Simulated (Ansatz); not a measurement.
```yaml
crystal:
  periodic: [false, false, false]
  atoms:
    - {symbol: C, position_ang: [0.243282, -0.654020, -2.745286]}
    - {symbol: C, position_ang: [0.031107, -1.550273, -1.509586]}
    - {symbol: C, position_ang: [-0.806448, -0.820197, -0.381856]}
    - {symbol: C, position_ang: [-0.139574, 0.408784, 0.160852]}
    - {symbol: C, position_ang: [-1.017257, 1.072492, 1.227751]}
    - {symbol: C, position_ang: [-0.937768, 2.613797, 1.214174]}
    - {symbol: O, position_ang: [-1.769270, 0.413039, 1.842131]}
    - {symbol: C, position_ang: [1.222430, 0.177061, 0.867040]}
    - {symbol: C, position_ang: [1.284185, -0.957116, 1.770298]}
    - {symbol: O, position_ang: [2.075603, 0.897767, 0.669337]}
    - {symbol: H, position_ang: [-0.688392, -0.377873, -3.124778]}
    - {symbol: H, position_ang: [0.869589, 0.157547, -2.479660]}
    - {symbol: H, position_ang: [0.773031, -1.294360, -3.512260]}
    - {symbol: H, position_ang: [-0.469279, -2.489161, -1.725497]}
    - {symbol: H, position_ang: [0.972658, -1.837809, -1.060268]}
    - {symbol: H, position_ang: [-1.755829, -0.540125, -0.798128]}
    - {symbol: H, position_ang: [-1.011708, -1.544057, 0.429547]}
    - {symbol: H, position_ang: [0.049045, 1.155240, -0.627110]}
    - {symbol: H, position_ang: [-1.508480, 2.968000, 2.090276]}
    - {symbol: H, position_ang: [0.048010, 2.907417, 1.229286]}
    - {symbol: H, position_ang: [-1.414885, 3.012568, 0.373785]}
    - {symbol: H, position_ang: [1.345130, -1.923595, 1.230706]}
    - {symbol: H, position_ang: [0.408748, -0.991273, 2.451412]}
    - {symbol: H, position_ang: [2.185823, -0.862223, 2.439819]}
basis:
  gaussian: {orbitals: def2-mTZVPP}
hamiltonian: {xc: {name: CAM-B3LYP}, dispersion: d3bj}
multiplicity: 3
output: {forces: true}
```

```sh
$ ansatz run in.yaml --threads 4 --pin off --events-out ev --progress --plain --max-ram 63488MiB --backend cpu
```

Problem. How does Ansatz answer? (Best estimate.)

Solution. Computed: The input was rejected before any iteration.
```
Error: YAML parse error: error: line 31 column 1: unknown field `multiplicity`, expected one of crystal, accuracy, basis, kpoints, hamiltonian, magnetization, projection, total_charge, correlation, batch, efield, external_charges, scf, relax, neb, saddle, md, ramp, phonons, dielectric, real_time, elastic, magnetic_configurations, gw, evaluate, workflow, output, checkpoint, execution
29 |   gaussian: {orbitals: def2-mTZVPP}
30 | hamiltonian: {xc: {name: CAM-B3LYP}, dispersion: d3bj}
31 | multiplicity: 3
32 | output: {forces: true}
```
